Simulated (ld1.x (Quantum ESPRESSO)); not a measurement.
# indium, TM semilocal: configuration errors across variants

```
Element                 : indium
Generator               : ld1.x (Quantum ESPRESSO) 7.5
Type                    : norm-conserving Troullier–Martins (semilocal form)
Functional              : LDA (PZ)
Relativity              : scalar-relativistic
Frozen core             : [Kr]
Valence charge          : 13
Reference configuration : 4d10 5s2 5p1
Partial waves           : 5s (bound): rc 1.70 bohr; 4d (bound): rc 1.80 bohr; 5p (bound): rc 2.20 bohr
Local potential         : the p channel
Core correction         : none
```

All-electron excitation energies from the reference (eV): (1) 4d10 5s2 5p0 5.595; (2) 4d10 5s1 5p0 25.255; (3) 4d10 5s0 5p0 53.995; (4) 4d9 5s2 5p1 25.223; (5) 4d9 5s0 5p0 110.606; (6) 4d9 5s2 5p2 18.201; (7) 4d10 5s2 5p0.5 2.046; (8) 4d10 5s2 5p1 spin -0.117; (9) 4d10 5s1 5p0 spin 25.031.

Spin tests fill each open shell by Hund’s rule, majority spin first.

A semilocal file is local in each channel, so a ghost entry of none says nothing of the separable form that plane-wave codes build from it.

Errors AE − PS in meV (a dash: test not solved or not reliable):

```tsv
change	(1)	(2)	(3)	(4)	(5)	(6)	(7)	(8)	(9)	bound ghosts
base	-1.3	+4.7	+21	-39	+50	-88	-0.4	+1.1	+12	none
core correction a·sin(br)/r model core inside 0.66 bohr	-2.0	-8.8	-42	-70	-123	-120	-0.5	+0.4	-11	none
core correction a·sin(br)/r model core inside 0.90 bohr	-2.0	-8.7	-42	-70	-123	-120	-0.4	+0.4	-11	none
core correction a·sin(br)/r model core inside 1.02 bohr	-2.0	-8.7	-42	-69	-123	-119	-0.5	+0.4	-11	none
core correction a·sin(br)/r model core inside 1.24 bohr	-2.0	-8.5	-41	-65	-120	-115	-0.5	+0.4	-11	none
core correction a·sin(br)/r model core inside 1.36 bohr	-1.9	-8.4	-41	-61	-117	-111	-0.5	+0.4	-11	none
core correction a·sin(br)/r model core inside 1.56 bohr	-2.0	-8.0	-40	-54	-107	-103	-0.5	+0.4	-9.9	none
core correction a·sin(br)/r model core inside 1.92 bohr	-1.9	-6.4	-31	-44	-64	-93	-0.5	+0.5	-6.4	none
core correction a·sin(br)/r model core inside 2.00 bohr	-1.9	-5.8	-27	-42	-53	-91	-0.5	+0.5	-5.2	none
```

Problem. Give the same row for: core correction a·sin(br)/r model core inside 1.74 bohr.

Solution. -2.0, -7.6, -37, -48, -89, -97, -0.5, +0.4, -8.8; bound ghosts: none.
